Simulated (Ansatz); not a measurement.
Correlation energies of `BC[SiH2][AlH2]` by basis set

```xyz
12

B    -1.741   -0.757    0.675
C    -0.244   -0.919    0.945
Si    0.121    0.768    0.094
Al    1.947    0.645   -1.536
H    -2.236   -1.226   -0.311
H    -2.422   -0.104    1.414
H     0.099   -0.812    1.974
H     0.282   -1.716    0.422
H     0.254    1.820    1.139
H    -1.124    1.129   -0.673
H     2.893    1.888   -1.819
H     2.170   -0.716   -2.325
```

The species carries charge 0 and has multiplicity 1. The geometry is a stationary point of PBE0-D4/def2-TZVP. It is one conformer, not always the lowest. Frozen core, restricted reference, Ansatz 0.2.0.

```json
{"basis": "def2-SVP", "HF (Eh)": "-597.80714", "MP2 corr.": "-0.39828"}
{"basis": "def2-TZVPP", "HF (Eh)": "-598.06565", "MP2 corr.": "-0.49060"}
{"basis": "def2-QZVPP", "HF (Eh)": "-598.08484", "MP2 corr.": "-0.52288"}
```

Problem. Estimate the CCSD correlation energy and the (T) correction in each basis where they were run (hartree).

Solution. 
| basis | CCSD corr. | (T) |
| --- | --- | --- |
| def2-SVP | -0.46446 | -0.01335 |
